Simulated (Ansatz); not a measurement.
Relaxation of CH$_{5}$GaO (8 atoms, charge 0, multiplicity 1), to a largest force component of 0.02 eV/Å in at most 40 steps.

Computed with Ansatz, RKS PBE0/def2-SVP.

```xyz
8
Properties=species:S:1:pos:R:3:forces:R:3
Ga 0.000 0.000 0.000 -0.13 0.02 -0.56
O 0.000 0.000 1.790 -1.84 -0.76 0.67
H -0.909 -0.281 2.127 1.89 0.72 -0.58
H 1.360 0.000 -0.785 0.11 0.06 0.29
C -1.715 0.000 -0.990 0.08 -0.01 0.10
H -2.275 -0.930 -0.761 0.00 0.31 -0.13
H -2.319 0.880 -0.685 0.04 -0.31 -0.14
H -1.513 0.051 -2.080 -0.14 -0.03 0.35
```

Question: Where does it end, and by what steps?

Answer: The forces met the threshold. After 5 steps the energy has fallen by 0.127 eV; H4 moved furthest, 0.18 Å.

| step | energy less start (eV) | largest force component (eV/Å) | accepted |
| --- | --- | --- | --- |
| 0 | 0.0000 | 1.891 | yes |
| 1 | 0.0412 | 3.147 | no |
| 2 | -0.0926 | 0.854 | yes |
| 3 | -0.1187 | 0.376 | yes |
| 4 | -0.1261 | 0.065 | yes |
| 5 | -0.1274 | 0.013 | yes |

```xyz
8
Properties=species:S:1:pos:R:3
Ga -0.011 -0.014 -0.055
O 0.012 -0.134 1.733
H -0.848 -0.192 2.159
H 1.435 0.073 -0.643
C -1.729 -0.007 -1.007
H -2.324 -0.899 -0.754
H -2.322 0.877 -0.720
H -1.584 0.016 -2.097
```

Whether the end is a true minimum wasn't checked by a vibrational analysis.

Time of the run: 15 s on 2 threads of Intel(R) Xeon(R) Platinum 8259CL CPU @ 2.50GHz (Skylake/Cascade Lake), with other jobs on the host, peak memory 0.19 GiB.
